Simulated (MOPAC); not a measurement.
MOPAC input (PM3):

```
PM3 FORCE THERMO(298,298) PRECISE LET UHF MS=0.5 GEO-OK AUX(PRECISION=9) THREADS=1
H4BO3Si

O    -1.60718492 1   -1.51015619 1    0.51235009 1
B    -0.91003902 1   -0.45659297 1   -0.01251180 1
O    -1.40715793 1    0.47322002 1   -0.91483795 1
O     0.35839805 1   -0.40363784 1    0.44799181 1
Si    1.57381070 1    0.72572045 1    0.07018052 1
H    -2.30813643 1    0.33784204 1   -1.16769619 1
H     1.93771179 1    0.71618991 1   -1.38455238 1
H     1.20604001 1    2.12369628 1    0.46892251 1
H     2.77223442 1    0.29995087 1    0.86657529 1
```

From the output:

```
     H    9   0.180146   0.180149   2.230139

          HEAT OF FORMATION =    -194.515591 KCALS/MOLE

          ZERO POINT ENERGY      30.084 KCAL/MOL

           NORMAL COORDINATE ANALYSIS (Total motion = 1 Angstrom)

   Root No.       1         2         3         4         5         6         7         8

                 1 A"      2 A"      1 A'      2 A'      3 A'      3 A"      4 A"      5 A"

                  47.7      91.8     115.7     230.7     341.2     391.9     504.4     627.6

           1    0.0000    0.0000    0.0241   -0.0425   -0.0926    0.0000    0.0000   -0.0000
           2   -0.0000   -0.0000   -0.0718    0.1807   -0.0183   -0.0000   -0.0000    0.0000
           3   -0.0223   -0.1096    0.0000   -0.0000    0.0000   -0.0287   -0.0699    0.0032
           4   -0.0000   -0.0000    0.0255   -0.0330   -0.0827   -0.0000   -0.0000    0.0000
           5    0.0000    0.0000    0.0527   -0.0740    0.0295    0.0000    0.0000   -0.0000
           6    0.0023    0.0160   -0.0000    0.0000   -0.0000    0.0759    0.3100   -0.0150
           7   -0.0000   -0.0000   -0.0619   -0.1260    0.0377    0.0000    0.0000   -0.0000
           8    0.0000    0.0000    0.1148   -0.0005   -0.0711   -0.0000   -0.0000   -0.0000
           9    0.0352    0.0232   -0.0000   -0.0000    0.0000   -0.0790   -0.0402   -0.0007
          10    0.0000   -0.0000    0.0415    0.0687    0.0599   -0.0000    0.0000    0.0000
          11   -0.0000    0.0000    0.0646   -0.0297    0.0996    0.0000   -0.0000   -0.0000
          12   -0.0039    0.1891    0.0000    0.0000   -0.0000    0.0046   -0.0674   -0.0315
          13    0.0000    0.0000   -0.0045    0.0694    0.0223   -0.0000    0.0000   -0.0000
          14   -0.0000   -0.0000   -0.0719   -0.0498   -0.0100    0.0000   -0.0000    0.0000
          15   -0.0067   -0.0499    0.0000    0.0000    0.0000    0.0006   -0.0013    0.0377
          16   -0.0000    0.0000   -0.1406   -0.1848    0.1900   -0.0000    0.0000   -0.0000
          17    0.0000   -0.0000    0.0706   -0.0336    0.0128    0.0000   -0.0000    0.0000
          18    0.0438   -0.0560   -0.0000   -0.0000    0.0000    0.7945   -0.4142    0.0248
          19   -0.0954   -0.1313    0.0347    0.0764    0.0752    0.0060   -0.0330   -0.3113
          20   -0.2375    0.1041   -0.1337   -0.0627   -0.1007    0.0003    0.0083    0.0871
          21   -0.1554   -0.0894    0.0005   -0.0001   -0.0022    0.0048   -0.0207   -0.1340
          22    0.0954    0.1313    0.0347    0.0764    0.0752   -0.0060    0.0330    0.3113
          23    0.2375   -0.1041   -0.1337   -0.0627   -0.1007   -0.0003   -0.0083   -0.0871
          24   -0.1554   -0.0894   -0.0005    0.0001    0.0022    0.0048   -0.0207   -0.1340
          25   -0.0000    0.0000   -0.1355    0.0364   -0.1544    0.0000    0.0000    0.0000
          26    0.0000   -0.0000   -0.0705   -0.0498   -0.0115    0.0000   -0.0000   -0.0000
          27    0.2871   -0.1763    0.0000    0.0000   -0.0000    0.0014   -0.0175   -0.1872

   Root No.       9        10        11        12        13        14        15        16

                 4 A'      5 A'      6 A"      6 A'      7 A'      8 A'      9 A'     10 A'

                 638.9     776.3     869.7     872.6     877.8     977.6    1069.0    1402.2

           1   -0.0271    0.0809   -0.0000    0.0129    0.0103    0.0980   -0.0295   -0.1972
           2   -0.0019    0.0079   -0.0000    0.0006    0.0009   -0.0002   -0.0019   -0.0008
           3    0.0000    0.0000    0.0004    0.0000    0.0000   -0.0000    0.0000   -0.0000
           4   -0.0128    0.0291    0.0000   -0.0003    0.0010   -0.0237   -0.0006    0.4573
           5    0.0214   -0.0457   -0.0000    0.0035    0.0020    0.0666   -0.0327    0.1109
           6   -0.0000    0.0000   -0.0019    0.0000    0.0000   -0.0000    0.0000    0.0000
           7    0.0118   -0.0552   -0.0000   -0.0099   -0.0099   -0.0994   -0.0199   -0.0906
           8    0.0108   -0.0775    0.0000   -0.0099   -0.0108   -0.0676    0.0573   -0.0989
           9   -0.0000   -0.0000   -0.0001   -0.0000    0.0000    0.0000   -0.0000   -0.0000
          10    0.0035    0.1058    0.0000   -0.0049    0.0102   -0.0984    0.0736   -0.0278
          11    0.0211    0.0661   -0.0000    0.0022    0.0125    0.0389   -0.0748    0.0151
          12    0.0000    0.0000   -0.0054    0.0000   -0.0000   -0.0000    0.0000   -0.0000
          13    0.0034   -0.0722    0.0000   -0.0269   -0.0217    0.0525   -0.0314    0.0007
          14   -0.0405    0.0100   -0.0000   -0.0011    0.0156   -0.0168    0.0101    0.0054
          15    0.0000   -0.0000   -0.0143   -0.0000   -0.0000    0.0000   -0.0000   -0.0000
          16    0.0385   -0.0356   -0.0000    0.0126    0.0154    0.4177    0.5623    0.1039
          17    0.0254   -0.0675    0.0000    0.0023    0.0029    0.2077    0.3633    0.0030
          18   -0.0000   -0.0000    0.0026   -0.0000    0.0000    0.0000    0.0000    0.0000
          19   -0.0855   -0.1409   -0.0885    0.3432    0.0150   -0.0162   -0.0150    0.0068
          20    0.2117    0.1587    0.2632    0.0498   -0.2537    0.0085    0.0063   -0.0075
          21    0.0339    0.0074    0.0431    0.2376   -0.0799   -0.0289    0.0060    0.0068
          22   -0.0855   -0.1409    0.0885    0.3432    0.0150   -0.0162   -0.0150    0.0068
          23    0.2117    0.1587   -0.2632    0.0498   -0.2537    0.0085    0.0063   -0.0075
          24   -0.0339   -0.0074    0.0431   -0.2376    0.0799    0.0289   -0.0060   -0.0068
          25    0.3611   -0.0693   -0.0000    0.0834    0.3813   -0.0102   -0.0347   -0.0300
          26   -0.0272    0.0145    0.0000    0.0041    0.0067   -0.0116    0.0031    0.0135
          27    0.0000    0.0000    0.4133    0.0000    0.0000    0.0000   -0.0000   -0.0000

   Root No.      17        18        19        20        21

                11 A'      7 A"     12 A'     13 A'     14 A'

                1478.7    1931.1    1937.3    1958.7    3903.0

           1    0.0169    0.0000   -0.0001    0.0004    0.0000
           2    0.0021    0.0000   -0.0000   -0.0000   -0.0001
           3    0.0000    0.0000    0.0000   -0.0000    0.0000
           4   -0.0792    0.0000    0.0002   -0.0016    0.0009
           5    0.3443   -0.0000   -0.0004    0.0023   -0.0021
           6   -0.0000   -0.0001    0.0000   -0.0000    0.0000
           7   -0.0264    0.0000    0.0000   -0.0000    0.0272
           8   -0.0648   -0.0000    0.0002   -0.0003   -0.0511
           9    0.0000   -0.0000   -0.0000    0.0000    0.0000
          10    0.1079    0.0000   -0.0005    0.0022   -0.0002
          11   -0.1661   -0.0000   -0.0010   -0.0021    0.0003
          12    0.0000   -0.0012    0.0000   -0.0000   -0.0000
          13   -0.0158    0.0000   -0.0106    0.0083    0.0000
          14    0.0027   -0.0000   -0.0181   -0.0100   -0.0000
          15   -0.0000   -0.0260    0.0000    0.0000   -0.0000
          16   -0.1949    0.0000    0.0001   -0.0003   -0.4386
          17   -0.1407   -0.0000    0.0003   -0.0006    0.8299
          18    0.0000   -0.0000   -0.0000    0.0000   -0.0000
          19   -0.0236   -0.2445    0.1541   -0.1270   -0.0002
          20    0.0147   -0.1515    0.0871   -0.0845    0.0001
          21   -0.0185    0.3815   -0.2604    0.2093    0.0001
          22   -0.0236    0.2445    0.1541   -0.1270   -0.0002
          23    0.0147    0.1515    0.0871   -0.0845    0.0001
          24    0.0185    0.3815    0.2604   -0.2093   -0.0001
          25   -0.0297    0.0000   -0.0067    0.0014   -0.0002
          26   -0.0242   -0.0000    0.3470    0.4619    0.0002
          27   -0.0000   -0.0169   -0.0000   -0.0000   -0.0000

           MASS-WEIGHTED COORDINATE ANALYSIS (NORMAL COORDINATES)

   Root No.       1         2         3         4         5         6         7         8

                 1 A"      2 A"      1 A'      2 A'      3 A'      3 A"      4 A"      5 A"

                  47.7      91.8     115.7     230.7     341.2     391.9     504.4     627.6

           1    0.0000    0.0000    0.1128   -0.1531   -0.4577    0.0000    0.0000   -0.0000
           2   -0.0000   -0.0000   -0.3367    0.6517   -0.0904   -0.0000   -0.0000    0.0000
           3   -0.1642   -0.4492    0.0000   -0.0000    0.0000   -0.1276   -0.2368    0.0221
           4   -0.0000   -0.0000    0.0984   -0.0979   -0.3361   -0.0000   -0.0000    0.0000
           5    0.0000    0.0000    0.2032   -0.2193    0.1200    0.0000    0.0000   -0.0000
           6    0.0139    0.0540   -0.0000    0.0000   -0.0000    0.2770    0.8640   -0.0843
           7   -0.0000   -0.0000   -0.2901   -0.4545    0.1863    0.0000    0.0000   -0.0000
           8    0.0000    0.0000    0.5379   -0.0017   -0.3512   -0.0000   -0.0000   -0.0000
           9    0.2590    0.0951   -0.0000   -0.0000    0.0000   -0.3505   -0.1363   -0.0050
          10    0.0000   -0.0000    0.1947    0.2478    0.2959   -0.0000    0.0000    0.0000
          11   -0.0000    0.0000    0.3027   -0.1070    0.4923    0.0000   -0.0000   -0.0000
          12   -0.0289    0.7748    0.0000    0.0000   -0.0000    0.0206   -0.2284   -0.2157
          13    0.0000    0.0000   -0.0281    0.3316    0.1463   -0.0000    0.0000   -0.0000
          14   -0.0000   -0.0000   -0.4468   -0.2380   -0.0657    0.0000   -0.0000    0.0000
          15   -0.0653   -0.2709    0.0000    0.0000    0.0000    0.0034   -0.0058    0.3424
          16   -0.0000    0.0000   -0.1655   -0.1674    0.2357   -0.0000    0.0000   -0.0000
          17    0.0000   -0.0000    0.0831   -0.0304    0.0158    0.0000   -0.0000    0.0000
          18    0.0809   -0.0576   -0.0000   -0.0000    0.0000    0.8852   -0.3524    0.0425
          19   -0.1763   -0.1351    0.0408    0.0692    0.0933    0.0067   -0.0281   -0.5350
          20   -0.4389    0.1071   -0.1573   -0.0567   -0.1249    0.0003    0.0071    0.1497
          21   -0.2873   -0.0920    0.0005   -0.0001   -0.0028    0.0053   -0.0176   -0.2303
          22    0.1763    0.1351    0.0408    0.0692    0.0933   -0.0067    0.0281    0.5350
          23    0.4389   -0.1071   -0.1573   -0.0567   -0.1249   -0.0003   -0.0071   -0.1497
          24   -0.2873   -0.0920   -0.0005    0.0001    0.0028    0.0053   -0.0176   -0.2303
          25   -0.0000    0.0000   -0.1595    0.0330   -0.1915    0.0000    0.0000    0.0000
          26    0.0000   -0.0000   -0.0829   -0.0451   -0.0143    0.0000   -0.0000   -0.0000
          27    0.5306   -0.1814    0.0000    0.0000   -0.0000    0.0016   -0.0148   -0.3218

   Root No.       9        10        11        12        13        14        15        16

                 4 A'      5 A'      6 A"      6 A'      7 A'      8 A'      9 A'     10 A'
```
